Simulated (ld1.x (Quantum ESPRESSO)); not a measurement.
# Ranking TM potentials for O

All share these settings but for the change named:

```json
{
 "Element": "O (Z = 8)",
 "Generator": "ld1.x (Quantum ESPRESSO) 7.5",
 "Type": "norm-conserving Troullier–Martins (Kleinman–Bylander form)",
 "Functional": "PBE",
 "Relativity": "scalar-relativistic",
 "Frozen core": "[He]",
 "Valence charge": "6",
 "Reference configuration": "2s2 2p4",
 "Partial waves": "2p (bound): rc 1.30 bohr; 2s (bound): rc 0.80 bohr",
 "Local potential": "the s channel",
 "Core correction": "none"
}
```

Cutoff: the first of the cutoffs (Ry, on a coarse ladder) from which the occupation-weighted sum of valence levels, in a spherical-Bessel basis at the reference potential, stays within 10 and 1 mRy of its value at 400 Ry; the density cutoff is not measured.

The base gives 90 Ry.

Of 7 variants that were run, those that failed, showed a ghost or another fault, or gave nearly equal values are left out.

A variant can come out equal or close to the base.

(1) Rank these variants from softest to hardest (loose cutoff).
A. wave 2s (bound): rc 0.80 bohr becomes 2s (bound): rc 0.54 bohr
B. wave 2s (bound): rc 0.80 bohr becomes 2s (bound): rc 0.64 bohr
C. wave 2s (bound): rc 0.80 bohr becomes 2s (bound): rc 0.96 bohr

## Answers

(1) C (80 Ry), B (160 Ry), A (260 Ry).
